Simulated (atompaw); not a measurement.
LDA (PW92) PAW (atompaw) dataset for Nd (Z = 60), scalar-relativistic all-electron reference.

Input for atompaw 4.2.0.5:

```
Nd 60
LDA-PW scalarrelativistic loggrid 2001 logderivrange -7 5 301
6 6 5 4 0 0
6 0 0
6 1 0
5 2 0
4 3 3
0 0 0
c
c
c
c
v
v
c
c
c
v
v
c
c
v
v
3
2.55 2.15 2.15 1.85
n
n
y
-1.25
n
y
-1.6
n
custom rrkj vanderbiltortho sinc
4 0 troulliermartins
2.50
2.55
2.55
2.55
2.55
2.55
1.50
1.50
PWSCFOUT
UPFDX 0.0125d0 UPFXMIN -7.d0 UPFZMESH 60.d0
END
```

Command:

```bash
atompaw < Nd.input > Nd.log
```

The program printed (summary file):

```
Completed calculations for Nd (AE)

 Exchange-correlation type: LDA, Perdew-Wang correlation

 Radial integration grid is logarithmic
 r0 =   1.1230283E-04 h =   6.7381698E-03   n =      2001 rmax =   8.0000000E+01

 Scalar relativistic calculation

 AEatom converged in  38 iterations
   nz     =  60.00
   delta  =       2.431347297403E-17

 All Electron Orbital energies:
  n  l      occupancy      energy
  1  0      2.0000000E+00 -3.1891612E+03
  2  0      2.0000000E+00 -5.1781103E+02
  3  0      2.0000000E+00 -1.1413451E+02
  4  0      2.0000000E+00 -2.4485212E+01
  5  0      2.0000000E+00 -4.9748156E+00
  6  0      0.0000000E+00 -1.5680784E+00
  2  1      6.0000000E+00 -4.6334221E+02
  3  1      6.0000000E+00 -9.6956480E+01
  4  1      6.0000000E+00 -1.8843515E+01
  5  1      6.0000000E+00 -3.5454633E+00
  6  1      0.0000000E+00 -1.2008896E+00
  3  2      1.0000000E+01 -7.3063973E+01
  4  2      1.0000000E+01 -1.0818074E+01
  5  2      0.0000000E+00 -1.7845831E+00
  4  3      3.0000000E+00 -2.2871276E+00

 Total energy
   Total                    :   -19231.27503356297530

 ---
 Completed calculations for Nd (SC)

 Exchange-correlation type: LDA, Perdew-Wang correlation

 Radial integration grid is logarithmic
 r0 =   1.1230283E-04 h =   6.7381698E-03   n =      2001 rmax =   8.0000000E+01

 Scalar relativistic calculation

 SCatom converged in   1 iterations
   nz     =  60.00
   delta  =       2.430457637504E-20

 Valence Electron Orbital energies:
  n  l      occupancy      energy
   5  0      2.0000000E+00 -4.9748156E+00
   6  0      0.0000000E+00 -1.5680784E+00
   5  1      6.0000000E+00 -3.5454633E+00
   6  1      0.0000000E+00 -1.2008896E+00
   5  2      0.0000000E+00 -1.7845831E+00
   4  3      3.0000000E+00 -2.2871276E+00

 Total energy
   Total                    :   -19231.27503356286616
   Valence                  :     -520.18745613426529

 PAW parameters:
       lmax =            3
         rc =    2.5568585216991089
        irc =         1490
   rc_shape =    2.1604511424268815
    rc_vloc =    2.1604511424268815
    rc_core =    1.8502679078580344
   Vloc: Norm-conserving Troullier-Martins with l= 4;e=   0.0000E+00
   Projector type: RRKJ pseudization + Vanderbilt ortho.
   Sinc^2 compensation charge shape zeroed at   2.1605E+00

 Number of basis functions     8
 No.   n  nodes  l      Energy         Cp coeff         Occ
  1    5    4    0   -0.4974816E+01 -0.5081178E+01  0.2000000E+01
  2    6    5    0   -0.1568078E+01 -0.5347657E+01  0.0000000E+00
  3    5    3    1   -0.3545463E+01 -0.2320169E+01  0.6000000E+01
  4    6    4    1   -0.1200890E+01 -0.1791546E+01  0.0000000E+00
  5    5    2    2   -0.1784583E+01  0.2608354E+03  0.0000000E+00
  6  999    3    2   -0.1250000E+01  0.2917736E+02  0.0000000E+00
  7    4    0    3   -0.2287128E+01 -0.9973473E+02  0.3000000E+01
  8  999    1    3   -0.1600000E+01 -0.1363459E+03  0.0000000E+00

 Eigenvalues of overlap operator (in the basis of projectors):
    1        4.15576829E-02
    2        5.78738338E-02
    3        4.05954039E-01
    4        3.61708909E+00
    5        1.31331870E+01
    6        9.19567964E+01
    7        2.08621855E+02
    8        3.35120141E+04

 Orbital leakage outside PAW augmentation regions
   orb  is_core?  %out_of_sphere
   1 0    T           0.00
   2 0    T           0.00
   3 0    T          -0.00
   4 0    T           0.00
   5 0    F           2.11
   6 0    F          78.00
   2 1    T           0.00
   3 1    T          -0.00
   4 1    T           0.00
   5 1    F           6.53
   6 1    F          88.00
   3 2    T           0.00
   4 2    T           0.00
   5 2    F          31.50
   4 3    F           1.35

 Summary of PAW energies
   Total valence energy     :   -520.18807291477628
   Smooth energy            :     27.59800937925955
   One center               :   -547.78608229403585
   Smooth kinetic           :     32.90614280920056
   Vloc energy              :    -15.55942574509557
   Smooth exch-corr         :    -11.45346143561154
   One-center xc            :   -417.02378490406551
```

Note: ghost state, extra bound levels that the all-electron valence spectrum of the same l lacks: s at -59.1 eV. A true bound ghost makes a file unfit for plane-wave use.

The run took about 40 s on one core of a shared server CPU.
